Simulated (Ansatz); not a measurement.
A run on C2H7ClSi2 (`[SiH3]/C=C/[SiH2]Cl`) with other settings.

```yaml
crystal:
  periodic: [false, false, false]
  atoms:
    - {symbol: Si, position_ang: [-1.850393, 1.010013, 0.962481]}
    - {symbol: C, position_ang: [-0.187986, 0.238032, 0.609657]}
    - {symbol: C, position_ang: [0.147268, -0.296930, -0.569581]}
    - {symbol: Si, position_ang: [1.804716, -1.070850, -0.866942]}
    - {symbol: Cl, position_ang: [2.783386, -0.082695, -2.386380]}
    - {symbol: H, position_ang: [-2.518988, 0.302637, 2.087403]}
    - {symbol: H, position_ang: [-2.690111, 0.915565, -0.259465]}
    - {symbol: H, position_ang: [-1.684606, 2.436040, 1.351341]}
    - {symbol: H, position_ang: [0.552950, 0.226008, 1.411092]}
    - {symbol: H, position_ang: [-0.581061, -0.285830, -1.381000]}
    - {symbol: H, position_ang: [1.682642, -2.486436, -1.291428]}
    - {symbol: H, position_ang: [2.619184, -0.960653, 0.366920]}
basis:
  gaussian: {orbitals: 6-31G}
total_charge: 1
magnetization: {spin_polarized: true, initial_magnetization: 1}
hamiltonian: {xc: {name: HF}}
correlation: {method: mp2, electrons: outside_noble_gas}
output: {forces: true}
```

```sh
$ ansatz run in.yaml --threads 4 --pin off --events-out ev --progress --plain --max-ram 10444MiB
```

It prints (some lines left out):

```
Functional definition: HF
898 factors; integrals over basis functions are off by at most 2.2e-4 eV
mean field evaluation 1: about -30381.8385 eV, gradient 1.7e1 eV
mean field evaluation 2: about -30381.8477 eV, gradient 1.7e1 eV
mean field evaluation 4: about -30384.4090 eV, gradient 2.2e0 eV
mean field evaluation 8: about -30385.0319 eV, gradient 1.5e0 eV
mean field evaluation 16: about -30385.6370 eV, gradient 6.9e-4 eV
mean field -30385.63687333 eV, -1116.6515589705 hartree, gradient 1.3e-6 eV, S^2 0.755367; 7 other end points of the search recorded, 0 dependent functions left out
17 core orbitals not correlated: weight in the atoms' cores, before any rotation towards them, 1.000 or more for the frozen orbitals, at most 0.000 for the correlated occupied ones
reference -30385.63687333 eV, -1116.6515589705 hartree; 15, 14 occupied and 39, 40 virtual orbitals, 898 factors
second order -7.72916684 eV of doubles, -0.00000000 eV of singles
Total energy: -30393.36604017 eV, -1116.9356006127 hartree
Atom 0 at    -1.850393     1.010013     0.962481 Å, force    -2.105139     0.849324     0.393920 eV/Å
Atom 1 at    -0.187986     0.238032     0.609657 Å, force    -0.684701     1.884873     4.660121 eV/Å
Atom 2 at     0.147268    -0.296930    -0.569581 Å, force     0.217207    -1.697266    -4.497891 eV/Å
Atom 3 at     1.804716    -1.070850    -0.866942 Å, force     1.538790    -2.338057     0.893552 eV/Å
Atom 4 at     2.783386    -0.082695    -2.386380 Å, force     0.906240     1.392895    -1.813149 eV/Å
Atom 5 at    -2.518988     0.302637     2.087403 Å, force     0.141723    -0.302199     0.266703 eV/Å
Atom 6 at    -2.690111     0.915565    -0.259465 Å, force     0.111913    -0.142554    -0.292076 eV/Å
Atom 7 at    -1.684606     2.436040     1.351341 Å, force     0.385349     0.238626     0.076159 eV/Å
Atom 8 at     0.552950     0.226008     1.411092 Å, force     0.127465     0.088056     0.159053 eV/Å
Atom 9 at    -0.581061    -0.285830    -1.381000 Å, force    -0.057373     0.101790    -0.222509 eV/Å
Atom 10 at     1.682642    -2.486436    -1.291428 Å, force    -0.411610    -0.238465     0.036987 eV/Å
Atom 11 at     2.619184    -0.960653     0.366920 Å, force    -0.169865     0.162977     0.339129 eV/Å
Dipole moment:    -0.954787    -0.106264     0.922286 e Å
```

It took 2.5 s on 4 threads of an Arm Neoverse V2 on a shared host, with 0.53 GiB of host memory at the peak.
